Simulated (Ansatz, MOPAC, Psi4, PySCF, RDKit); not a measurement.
Complex: C2H2 (SMILES C#C) (first 4 atoms) with H2S (SMILES S); geometry from B3LYP-D3(BJ)/def2-TZVP, rigid monomers moved along the line of their centres of mass till C2···H7 is 3.69 Å.
(charge 0, multiplicity 1):
```xyz
7

C     -0.512     0.752     0.169
C     -0.538    -0.438     0.042
H     -0.489     1.809     0.282
H     -0.559    -1.495    -0.070
S      1.382    -0.487     4.672
H      0.128    -0.502     5.152
H      0.959    -0.289     3.411
```

Interaction energies are E(AB) − E(A) − E(B) at the monomers' geometry in the complex; basis-set methods are counterpoise corrected. Rows marked so take none. RDKit's UFF carries no charges.

Cores are frozen in the correlated methods. Rows in 6-31G*, STO-3G carry no dispersion term and start afresh at each structure (6-31G* with six Cartesian d functions). MP2/6-31G* freezes PySCF's default core. The state that PM6 reach isn't checked.

The values were computed with Ansatz (Gaussian basis) for Hartree–Fock, density functionals and correlated methods; MOPAC for PM6 (differences of heats of formation); Psi4 for SAPT; PySCF for 6-31G* rows, STO-3G rows, the dispersion terms; RDKit for the force fields. Values without a source in brackets are computed.

```csv
level,interaction energy (meV)
UFF,-14.0
PM6,-11.2
HF/STO-3G (no counterpoise),-7.1
HF/6-31G*,-20.6
PBE-D4/def2-TZVPPD,-39.9
r2SCAN-D3(BJ)/def2-TZVPPD,-35.4
B3LYP/6-31G*,-19.5
MP2/6-31G* (no counterpoise),…
SAPT0/jun-cc-pV(D+d)Z,…
```

**Question.** Fill in the missing entries.

**Answer.** 
- MP2/6-31G* (no counterpoise), interaction energy (meV): -34.1
- SAPT0/jun-cc-pV(D+d)Z, interaction energy (meV): -32.2

Ansatz is a program for electronic structure.
